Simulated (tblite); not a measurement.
Compound: C4H3FOS.
SMILES with atom numbers: `[OH:1][c:2]1[cH:3][cH:4][c:5]([F:6])[s:7]1` (hydrogens: H8 on O1; H9 on C3; H10 on C4)

Computed with GFN2-xTB (tblite), gas phase: Langevin dynamics at 300 K from the optimised GFN2-xTB geometry, time step 0.5 fs, friction 0.01 fs⁻¹, 2000 steps.

Start geometry:
```
atom  x, y, z in Å
O1      2.365    0.148    0.050
C2      1.021    0.133   -0.007
C3      0.215   -0.898    0.352
C4     -1.162   -0.609    0.178
C5     -1.362    0.634   -0.309
F6     -2.531    1.215   -0.584
S7      0.112    1.513   -0.578
H8      2.717    0.992   -0.256
H9      0.591   -1.830    0.727
H10    -1.958   -1.294    0.404
```

The statistics below take the 31 frames saved every 25 fs from 250 to 1000 fs; their kinetic temperature (all 3N coordinates) averages 341 K.

**Question.** How do the bond lengths spread?

**Answer.** 
```tsv
bond	start (Å)	mean (Å)	standard deviation (Å)	shortest (Å)	longest (Å)
O1–C2	1.345	1.352	0.037	1.277	1.438
C2–C3	1.357	1.362	0.026	1.305	1.409
C3–C4	1.418	1.419	0.020	1.379	1.456
C4–C5	1.350	1.356	0.023	1.313	1.398
C5–F6	1.334	1.333	0.026	1.281	1.381
C5–S7	1.737	1.744	0.032	1.672	1.808
C2–S7	1.748	1.754	0.038	1.699	1.849
O1–H8	0.964	0.964	0.013	0.939	0.990
C3–H9	1.073	1.079	0.029	1.008	1.132
C4–H10	1.074	1.079	0.030	1.018	1.138
```

**Question.** Give the same statistics for bond angles, one of each kind among heavy atoms.

**Answer.** 
| angle | start (°) | mean (°) | standard deviation (°) | smallest (°) | largest (°) |
| --- | --- | --- | --- | --- | --- |
| O1–C2–C3 | 126.2 | 125.9 | 3.9 | 115.0 | 134.5 |
| O1–C2–S7 | 121.6 | 121.6 | 4.2 | 110.4 | 131.4 |
| C3–C2–S7 | 112.1 | 111.9 | 3.0 | 106.1 | 117.5 |
| C2–C3–C4 | 112.9 | 112.9 | 3.3 | 105.8 | 120.6 |
| C3–C4–C5 | 112.1 | 112.1 | 3.2 | 103.8 | 116.9 |
| C4–C5–F6 | 127.2 | 127.3 | 4.5 | 116.9 | 134.7 |
| C4–C5–S7 | 113.3 | 112.9 | 3.2 | 104.3 | 119.0 |
| F6–C5–S7 | 119.4 | 119.1 | 4.1 | 110.2 | 130.8 |
| C2–S7–C5 | 89.5 | 89.5 | 2.8 | 83.7 | 97.4 |

**Question.** How far does each atom move about its mean position (frames aligned on the start, all atoms weighted alike), and what rms force does it feel?

**Answer.** 
| atom | rms displacement (Å) | rms force (eV/Å) |
| --- | --- | --- |
| O1 | 0.13 | 1.54 |
| C2 | 0.09 | 2.13 |
| C3 | 0.08 | 2.08 |
| C4 | 0.06 | 1.97 |
| C5 | 0.08 | 1.80 |
| F6 | 0.11 | 1.11 |
| S7 | 0.12 | 1.36 |
| H8 | 0.20 | 0.65 |
| H9 | 0.12 | 1.08 |
| H10 | 0.15 | 1.14 |

The displacements run from 0.06 to 0.20 Å, the largest at H8.

**Question.** How widely does the potential energy scatter, against a harmonic estimate?

**Answer.** Mean 0.37 eV above the start, standard deviation 0.112 eV, range 0.16 to 0.66 eV. For 24 classical harmonic modes at 300 K the canonical values are 24kT/2 = 0.31 eV and kT·√(24/2) = 0.090 eV.

The run is classical and short, so these are rough statistics of one trajectory.

The cost below is that of the whole dynamics run. On an Intel Xeon 6975P-C with one thread, no GPU, shared host with 192 logical CPUs at a one-minute load of 80, this took 7.8 s and 0.18 GiB of memory at its peak.
